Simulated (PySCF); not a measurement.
# Electron correlation in O(2+) (oxygen, charge +2)

[He] 2s2 2p2, high-spin 3P determinant. All numbers are calculated (PySCF 2.14, scalar relativity by spin-free X2C-1e, in x2c-SVPall (3s2p1d, 14 functions)). Frozen: 1s2; 4 electrons correlated.

MP2 pair energies summed by pair of shells (mhartree):

```tsv
pair	energy	share (%)
2s-2p	-31.60	57.6
2s-2s	-18.58	33.9
2p-2p	-4.68	8.5
```

Total MP2 correlation energy: -54.86 mhartree.

Same-spin part -7.66 and opposite-spin part -47.20 mhartree; SCS-MP2 scales them by 1/3 and 6/5 to -59.20 mhartree.

```tsv
level	correlation energy (mhartree)
CCSD	-77.58
(T)	-0.63
CCSD(T)	-78.21
```

Diagnostics: T1 = 0.0044, D1 = 0.0086, largest double amplitude 0.128.

Cost of the coupled-cluster step: 0.07 s of wall time on 1 thread of Neoverse-V2 (shared host), for 4 correlated electrons.

Iterations:

```
CC2 = 0
CCSD nocc = (np.int64(3), np.int64(1)), nmo = (13, 13)
frozen orbitals [[0], [0]]
max_cycle = 100
direct = 0
conv_tol = 1e-08
conv_tol_normt = 1e-06
diis_space = 8
diis_start_cycle = 0
Init t2, MP2 energy = -0.0548641895358172
Init E_corr(UCCSD) = -0.0548641895609546
cycle = 1  E_corr(UCCSD) = -0.0693336165505514  dE = -0.014469427  norm(t1,t2) = 0.0386713
cycle = 2  E_corr(UCCSD) = -0.0740568549930591  dE = -0.00472323844  norm(t1,t2) = 0.0174415
cycle = 3  E_corr(UCCSD) = -0.0776665484790882  dE = -0.00360969349  norm(t1,t2) = 0.00866637
cycle = 4  E_corr(UCCSD) = -0.0775680355468619  dE = 9.85129322e-05  norm(t1,t2) = 0.000826576
cycle = 5  E_corr(UCCSD) = -0.0775801939757178  dE = -1.21584289e-05  norm(t1,t2) = 0.000100782
cycle = 6  E_corr(UCCSD) = -0.0775758719539023  dE = 4.32202182e-06  norm(t1,t2) = 1.64936e-05
cycle = 7  E_corr(UCCSD) = -0.0775777601935641  dE = -1.88823966e-06  norm(t1,t2) = 3.78812e-06
cycle = 8  E_corr(UCCSD) = -0.0775773027469276  dE = 4.57446636e-07  norm(t1,t2) = 1.12311e-06
cycle = 9  E_corr(UCCSD) = -0.0775772914527917  dE = 1.12941359e-08  norm(t1,t2) = 5.46422e-08
cycle = 10  E_corr(UCCSD) = -0.0775772965202046  dE = -5.06741285e-09  norm(t1,t2) = 1.20547e-08
UCCSD converged
E(UCCSD) = -73.12989470792809  E_corr = -0.07757729652020455
UCCSD(T) correction = -0.000630256094387697
```
